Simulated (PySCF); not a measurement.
Calculated NMR data

No relativistic terms, one conformer, equivalent nuclei averaged, no solvent model. GFN2-xTB structure; shieldings: GIAO PBE0/pcSseg-1; PySCF 2.14.0 with density-fitted response routines.

δ = σ(ref) − σ, references computed at the same level: 1H and 13C against TMS. Splittings of carbon signals by F and P are missing where no couplings were computed. Where no couplings were computed, multiplicities follow the n + 1 count of equivalent neighbours, and m marks all less simple cases (inequivalent or close neighbours, rings, F or P nearby). Acid and N–H amide carbonyl carbons lie up to 10 ppm further downfield in solution (hydrogen bonding). Shifts are as computed. Against solution values, carbons near 30 ppm lie about +3 ppm off and those near 130 ppm about +5 ppm. Of 1211 compounds with measured shifts, 218 miss one by over three times the rms of a fit or turn the order of signals round; such compounds aren't used in these exercises. Groups on amide-type nitrogens are kept apart (slow C–N rotation). OH and NH positions are gas-phase values without hydrogen bonding to other molecules.

Compound 1 (C5H5F3). 1H NMR (500 MHz, computed): δ 2.19 (m, 1H), 1.82 (m, 2H), 0.79 (m, 2H). 13C{1H} NMR (computed): δ 137.1 (C), 34.2 (CH2), 9.5 (C), 9.1 (CH). Structure: SMILES C1[C@]2(C(F)(F)F)[C@H]1C2.

Compound 2 (C3H6FNO). 1H NMR (500 MHz, computed): δ 6.02 (br, 1H), 5.04 (m, 1H), 4.65 (br, 1H), 1.60 (m, 3H). 13C{1H} NMR (computed): δ 173.6 (C), 93.5 (CH), 21.7 (CH3). Structure: `O=C([C@@H](C)F)N`.
